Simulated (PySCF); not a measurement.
## Structure elucidation problem

The spectra below were simulated for a compound C$_{4}$H$_{7}$B.

1H NMR (400 MHz, computed): δ 6.57 (br, 2H), 5.93 (dt, J = 3.5, 2.5 Hz, 1H), 5.65 (m, 1H), 2.31 (m, 1H), 1.87 (m, 1H), 1.78 (m, 1H).

13C{1H} NMR (computed): δ 141.3, 114.6, 28.2, 19.1.

PySCF 2.14 calculation with geometry: PBE0-D3(BJ)/def2-SVP, shielding tensors at PBE0/pcSseg-1 (GIAO) and spin–spin couplings from B3LYP/pcJ-1 (spin–dipole term only in couplings to heteroatoms); relativity neglected, fast rotation and ring inversion assumed for equivalent nuclei, no solvent, a single conformation.

Shifts are taken against calculated references (same method and geometry level): 1H (31.27 ppm), 13C (184.41 ppm) against TMS.

Deduce the structure.

## Answers


- 4 carbon signals for 4 carbons: no two carbons are equivalent.
- Carbon types of the structure: 1 × C, 1 × CH, 2 × CH2, leaving 2 H on heteroatoms.
- δC 141.3: fully substituted alkene carbon; an sp2 carbon of a C=C bond.
- δC 114.6: terminal =CH2 carbon; an sp2 carbon of a C=C bond.
- δC 28.2, 19.1: three-membered-ring carbon; carbons of three-membered rings are unusually shielded.
- δH 6.57: hydrogen on a boron bonded to C.
- δH 5.93, 5.65: hydrogen on a terminal =CH2 carbon; attached to an sp2 carbon and in the plane of the double bond.
- δH 2.31, 1.87, 1.78: hydrogen on a three-membered-ring carbon.

The compound is `B[C@@H]1CC1=C`.

This is the structure that produced the data.

Hydrogens on boron are broadened and split by 11B (spin 3/2, 80 %) and 10B (spin 3). A carbon bonded to boron is broadened by the quadrupolar boron nucleus and is often missing from a measured spectrum. Multiplet labels drop couplings under 1 Hz and merge nearly equal ones. Unscaled 3J(H,H) at this level run about 10 % above measured values. Shifts are as computed. Against solution values, carbons near 30 ppm lie about +2 ppm off and those near 130 ppm about +5 ppm. Of 1211 compounds with measured shifts, 218 miss one by over three times the rms of a fit or turn the order of signals round; such compounds aren't used in these exercises. 3J across rotatable bonds or in flexible rings reflects this conformer alone.
